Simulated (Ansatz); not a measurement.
A made-up structure of HSeSO (charge -1), closed shell:

O1  (-0.489, 0.686, 2.018)
S2  (-0.922, 0.554, 0.598)
Se3  (0.055, -0.238, -1.378)
H4  (1.357, -1.002, -1.237)
(Å)

It is relaxed with PBE-D4/def2-SVPD and then PBE0-D4/def2-TZVPD (Ansatz 0.2.0). Atoms count as bonded within 1.22 times the sum of their covalent radii (H–H: 0.88 Å). The end point is not checked to be a true minimum.

(1) Does its bonding change? (A judgement: the text doesn't fix the answer.)

## Answers

(1) The calculation gives: No: no bond forms or breaks.

Where it ends: The first stage lowers the energy by 0.98 eV in 13 steps. It ends as HSeSO ([O][S][SeH]), total charge -1:
```
4
angstrom
O -0.2924 0.8449 1.7582
S -1.0238 0.1659 0.5976
Se 0.2370 0.0996 -1.2898
H 1.0792 -1.1104 -1.0660
```

Labels in which every atom is bracketed show which atoms are joined, not bond orders.

For scale, one of the runs: PBE0-D4/def2-TZVPD relaxation, 152 basis functions, launched by `ansatz run in.yaml --threads 2 --pin off --events-out ev --progress --plain --max-ram 4352MiB`. The run took about 90 s on 2 CPU threads of an Intel Xeon (shared host).
